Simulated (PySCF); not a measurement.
## Vertical excitation energies

C7H10O.
SMILES: `OCC1=CCCC=C1`

Level of theory: TDDFT wB97X-D/def2-SVPD, vertical, gas phase, core orbitals frozen in the response in PySCF 2.14.0, density-fitted response routines. Geometry: GFN2-xTB, one conformer, isolated molecule. Torsions of this conformer, `[OH:1][CH2:2][C:3]1=[CH:4][CH2:5][CH2:6][CH:7]=[CH:8]1`: O1–C2–C3–C4 123°, H–O1–C2–C3 -55°.

```tsv
state	E (eV)	E (hartree)	f	|μ| (D)	main configurations (H = HOMO, L = LUMO)
S1	4.94	0.1815	0.111	2.43	H→L (98%)
S2	6.28	0.2309	0.023	0.98	H→L+1 (86%)
S3	6.48	0.2383	0.034	1.18	H-1→L (76%)
S4	7.00	0.2574	0.0078	0.54	H-2→L (36%), H-3→L (25%), H→L+5 (23%)
S5	7.11	0.2611	0.024	0.93	H→L+2 (51%), H→L+3 (23%), H-3→L (10%)
S6	7.11	0.2614	0.0025	0.30	H-3→L (51%), H-2→L (15%), H→L+5 (12%)
S7	7.32	0.2690	0.049	1.32	H→L+3 (57%), H→L+2 (18%)
S8	7.36	0.2705	0.072	1.60	H-4→L (34%), H→L+5 (18%), H-1→L+1 (8%)
```

Triplets, Tamm–Dancoff:

```json
{"state": "T1", "E (eV)": "3.10", "λ (nm)": "400.2", "main configurations (H = HOMO, L = LUMO)": "H→L (94%)"}
{"state": "T2", "E (eV)": "4.96", "λ (nm)": "249.8", "main configurations (H = HOMO, L = LUMO)": "H-2→L (30%), H-1→L (18%), H→L+5 (18%)"}
{"state": "T3", "E (eV)": "6.25", "λ (nm)": "198.3", "main configurations (H = HOMO, L = LUMO)": "H-1→L (48%), H→L+1 (28%)"}
```

The lowest singlet lies at 4.94 eV (251 nm, ultraviolet) and is of moderate strength; its leading configuration is HOMO→LUMO (98%). The lowest level is also the most intense of those listed (f = 0.111). S5/S6 lie within about 0.01 eV of each other. Löwdin shares by element: HOMO carbon 76% or more (atoms not listed hold the other 24%); LUMO carbon 74% or more (atoms not listed hold the other 26%). The oscillator strengths of these states sum to 0.322; summed over the whole spectrum of an exact calculation they would give the number of electrons, 60 (Thomas–Reiche–Kuhn). Of the 8 states listed, 6 reach f = 0.01 and none stays under 0.0005. Weighted by f, the mean energy of these states is 6.32 eV. Only the lowest 8 singlets were computed, as vertical energies without vibronic structure.

On one thread, Arm Neoverse V1, no GPU (shared host), this took 58 s wall.
